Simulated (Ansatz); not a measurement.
Name a neutral molecule of As, B, Ga, N and H with HOMO energy (ωB97M-V/def2-TZVPP) between -8.60 and -8.30 eV and HOMO–LUMO gap (PBE0/def2-TZVPP) between 4.20 and 4.50 eV (Ansatz, PBE0-D4/def2-TZVP geometry).

`B[As](N)[GaH2]` (-8.58 eV, 4.22 eV). Other molecules can fit too; these were computed, each in one conformer that needn't be the lowest.
